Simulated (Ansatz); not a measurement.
This geometry of BrH + H6Si2 (10 atoms, charge 0, multiplicity 1) is a first-order saddle point.

Theory: RKS PBE/def2-SVP (Ansatz 0.2.0).

```xyz
10
Properties=species:S:1:pos:R:3
Si -0.265 0.201 -0.219
H 0.139 0.352 1.458
Si 2.059 -0.094 -0.574
H 2.452 -1.472 -0.114
H 2.375 0.035 -2.042
H 2.840 0.924 0.212
H -0.709 1.629 -0.319
H -0.952 -0.636 -1.269
Br -2.259 -0.887 1.348
H -0.717 -0.054 1.656
```

Problem. Which two structures does it join? (They come from a converged band through this point; their orientation in space is the band's.)

Solution. Bonds broken: Si1–H2, Br9–H10. Bonds formed: Si1–Br9, H2–H10. BrH + H6Si2 becomes BrH5Si2 + H2.

Image 0:

```xyz
10
Properties=species:S:1:pos:R:3
Si 0.129 0.094 -0.260
H -0.060 -0.207 1.211
Si 2.422 -0.019 -0.787
H 2.941 -1.405 -0.508
H 2.626 0.294 -2.246
H 3.199 0.971 0.039
H -0.417 1.470 -0.524
H -0.670 -0.912 -1.044
Br -3.304 -0.119 2.298
H -1.904 -0.167 1.956
```

Image 10:

```xyz
10
Properties=species:S:1:pos:R:3
Si -0.468 -0.110 -1.035
H 0.170 1.199 3.248
Si 1.839 -0.264 -0.592
H 2.242 -1.714 -0.554
H 2.618 0.439 -1.676
H 2.142 0.378 0.734
H -0.947 1.315 -1.045
H -0.832 -0.749 -2.345
Br -1.578 -1.204 0.598
H -0.223 0.710 2.803
```

Problem. How far does it lie above each of them?

Solution. 140.7 kJ/mol above the first and 194.8 kJ/mol above the second. This is the barrier of this one path; another mechanism may lie lower. The orbitals stay closed-shell, which can raise the energy where a bond breaks towards radicals; this wasn't checked here.

The run took 4.5 min on 2 threads of Arm Neoverse V2, with other jobs on the host, peak memory 0.14 GiB.
